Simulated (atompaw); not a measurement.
# Scattering properties, PAW (atompaw) potential for lithium

atompaw 4.2.0.5 input, output lines left out:

```
Li 3
GGA-PBE scalarrelativistic loggrid 1500 logderivrange -6 5 276
2 2 0 0 0 0
2 0 1
2 1 0
0 0 0
v
v
v
2
3.00 2.70 2.65 1.90
n
y
1
n
y
0.2
y
2.25
n
custom rrkj gramschmidtortho sinc
3 0 troulliermartins
0.75
3.00
3.00
3.00
3.00
3.00
```

The phase is arctan(r·u′/u) with u = r·R(r), unwrapped; energies in Ry, scanned from -6 to 5 Ry. A pole is an energy at which the radial function vanishes at the test radius. The pseudo phase is shifted by a multiple of π to meet the all-electron one at the reference energy, and phase errors are pseudo minus all-electron; the curves can meet again beyond the range given. Levels narrower than the energy grid can be missing from the lists of poles. n/a: not evaluated, since a narrow level or a reset projector energy made the automatic matching unsafe.

Q: For each channel, where are the poles, and over which energies does the pseudopotential scatter like the atom?

A:

```
channel  radius (bohr)  reference energy (Ry)  poles, all-electron  poles, pseudo  unbroken range about the reference energy with phases within 0.05 rad  phase error 1 Ry above the reference energy (rad)
      s           3.00                  -0.21                 1.01           0.94                                                                    n/a                                                n/a
      p           3.00                  -0.08           0.94, 4.67     0.94, 4.81                                                        the whole range                                             +0.000
      d           3.00                   0.20                 2.73           2.74                                                              below 4.4                                             +0.001
```

Phases in the p channel:

| E (Ry) | all-electron | pseudo |
| --- | --- | --- |
| -6.00 | 1.432 | 1.432 |
| -5.76 | 1.429 | 1.429 |
| -5.52 | 1.426 | 1.426 |
| -5.28 | 1.423 | 1.423 |
| -5.04 | 1.419 | 1.419 |
| -4.80 | 1.415 | 1.415 |
| -4.56 | 1.411 | 1.411 |
| -4.32 | 1.407 | 1.407 |
| -4.08 | 1.402 | 1.402 |
| -3.84 | 1.396 | 1.396 |
| -3.60 | 1.390 | 1.390 |
| -3.36 | 1.383 | 1.383 |
| -3.12 | 1.376 | 1.376 |
| -2.88 | 1.367 | 1.367 |
| -2.64 | 1.357 | 1.357 |
| -2.40 | 1.346 | 1.346 |
| -2.16 | 1.333 | 1.333 |
| -1.92 | 1.317 | 1.317 |
| -1.68 | 1.297 | 1.297 |
| -1.44 | 1.272 | 1.272 |
| -1.20 | 1.239 | 1.239 |
| -0.96 | 1.194 | 1.194 |
| -0.72 | 1.124 | 1.124 |
| -0.48 | 1.005 | 1.005 |
| -0.24 | 0.756 | 0.756 |
| 0.00 | 0.111 | 0.111 |
| 0.24 | -0.840 | -0.840 |
| 0.48 | -1.279 | -1.279 |
| 0.72 | -1.468 | -1.468 |
| 0.96 | -1.577 | -1.577 |
| 1.20 | -1.659 | -1.659 |
| 1.44 | -1.736 | -1.736 |
| 1.68 | -1.825 | -1.825 |
| 1.92 | -1.956 | -1.954 |
| 2.16 | -2.201 | -2.195 |
| 2.40 | -2.792 | -2.767 |
| 2.64 | -3.722 | -3.688 |
| 2.88 | -4.198 | -4.178 |
| 3.12 | -4.397 | -4.383 |
| 3.36 | -4.502 | -4.491 |
| 3.60 | -4.567 | -4.557 |
| 3.84 | -4.613 | -4.604 |
| 4.08 | -4.649 | -4.639 |
| 4.32 | -4.677 | -4.667 |
| 4.56 | -4.702 | -4.691 |
| 4.80 | -4.725 | -4.712 |
